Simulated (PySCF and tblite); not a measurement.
The numbers below are computed, except where a source is named.
System: C₆H₁₁N, numbered as in [CH:1]1=[CH:2][CH2:3][CH2:4][NH:5][CH2:6][CH2:7]1.

Geometries: GFN2-xTB; energies: PBE0/pcSseg-1 + D3(BJ); zero-point and thermal terms from GFN2-xTB harmonic modes (soft modes blended into free rotors). Rate constants are transition-state-theory values, counting equivalent paths, without tunnelling. (PySCF 2.14 with density fitting, tblite 0.8.)

What barrier does the pyramidal inversion at N5 meet, and how fast is it at 298 K?

The electronic barrier is 3.6 kcal/mol and ΔG‡(298 K) 2.5 kcal/mol, over a Cs saddle with an imaginary mode of 656i cm⁻¹ (GFN2-xTB). With 1 equivalent path, k is 9.9×10¹⁰ s⁻¹, a mean lifetime of the start of 10 ps against this motion. The end lies 0.3 kcal/mol below the start in free energy.
